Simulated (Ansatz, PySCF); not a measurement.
trifluorosilylmethanol (CH3F3OSi), SMILES OC[Si](F)(F)F. Atoms are numbered in the order given.

```xyz
9

O     -2.2930     0.3516    -0.0288
C     -1.3595    -0.7038     0.1461
Si     0.3864    -0.0698    -0.0215
F      0.7974     0.2875    -1.5315
F      1.4811    -1.1046     0.5407
F      0.5029     1.2889     0.8387
H     -2.1416     1.0097     0.6636
H     -1.4806    -1.2371     1.1116
H     -1.5587    -1.4521    -0.6387
```

The structure is a stationary point at B3LYP-D3(BJ)/def2-SVP. One conformer was computed; it need not be the lowest.

Two levels are set side by side: PBE-D3(BJ)/def2-SVP (Ansatz, a quantum-chemistry and plane-wave program) and B3LYP-D3(BJ)/def2-SVP (Ansatz). Each level has its own optimised geometry; the coordinates shown are those of the second. Frequencies come from the Hessian of PySCF at each geometry. Differences are taken from unrounded values.

| quantity | B3LYP-D3(BJ) |
|---|---|
| mean bond length (Å) | 1.411 |
| bond O1–C2 (Å) | 1.420 |
| bond C2–Si3 (Å) | 1.865 |
| bond Si3–F4 (Å) | 1.605 |
| bond Si3–F5 (Å) | 1.608 |
| bond Si3–F6 (Å) | 1.612 |
| bond O1–H7 (Å) | 0.967 |
| bond C2–H8 (Å) | 1.110 |
| bond C2–H9 (Å) | 1.102 |
| highest harmonic wavenumber (cm⁻¹) | 3805 |
| mean harmonic wavenumber (cm⁻¹) | 1076 |
| zero-point energy (kcal/mol) | 32.29 |

Task: What does PBE-D3(BJ) give, and how far is it from B3LYP-D3(BJ)? (Estimate from the structure and the level; the computed values follow.)

Result: 
| quantity | PBE-D3(BJ) | PBE-D3(BJ) minus B3LYP-D3(BJ) |
|---|---|---|
| mean bond length (Å) | 1.421 | 0.010 |
| bond O1–C2 (Å) | 1.423 | 0.003 |
| bond C2–Si3 (Å) | 1.874 | 0.009 |
| bond Si3–F4 (Å) | 1.618 | 0.013 |
| bond Si3–F5 (Å) | 1.621 | 0.013 |
| bond Si3–F6 (Å) | 1.626 | 0.014 |
| bond O1–H7 (Å) | 0.976 | 0.009 |
| bond C2–H8 (Å) | 1.119 | 0.010 |
| bond C2–H9 (Å) | 1.111 | 0.008 |
| highest harmonic wavenumber (cm⁻¹) | 3691 | -115 |
| mean harmonic wavenumber (cm⁻¹) | 1045 | -30 |
| zero-point energy (kcal/mol) | 31.38 | -0.91 |

GGA bonds tend to be longer and softer than those of functionals with exact exchange. Differences between two approximate levels are no errors against the true value.
